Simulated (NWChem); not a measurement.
System: C$_{3}$H$_{6}$ClF; SMILES CC(C)(F)Cl

```xyz
11

C      0.6490     0.8368     1.2826
C     -0.0053     0.3570     0.0000
C      0.6490     0.8368    -1.2826
F     -1.3186     0.7692     0.0000
Cl    -0.0339    -1.4841     0.0000
H      0.0978     0.4613     2.1480
H      1.6857     0.4970     1.3433
H      0.6305     1.9325     1.3001
H      0.0978     0.4613    -2.1480
H      1.6857     0.4970    -1.3433
H      0.6305     1.9325    -1.3001
```
Atoms are numbered in this order, from 1.

Level: B3LYP/6-31G* (spherical d) (NWChem), optimised geometry, unscaled harmonic frequencies. 

```
frequency (cm⁻¹)  IR intensity (km/mol)
----------------  ---------------------
244                                 0.0
270                                 0.2
297                                 0.1
311                                 2.1
383                                 5.1
401                                 0.6
464                                 9.4
594                                64.6
844                                57.1
952                                 0.0
998                                34.0
1032                                0.5
1176                              111.3
1255                               74.5
1260                               33.6
1436                               20.8
1448                               10.9
1505                                1.3
1507                                0.0
1519                                0.8
1528                                5.2
3066                                4.0
3071                               13.5
3141                                2.0
3146                               19.4
3165                                4.5
3168                               13.3
```

- zero-point energy: 54.6 kcal/mol
- thermal correction to the enthalpy at 298.15 K (with zero-point energy): 58.9 kcal/mol
- heat capacity Cv: 20.9 cal/(mol K)
- entropy at 298.15 K and 1 atm (symmetry number 1): 76.0 cal/(mol K)
- dipole moment: 2.49 D

Rigid rotor and harmonic oscillator.
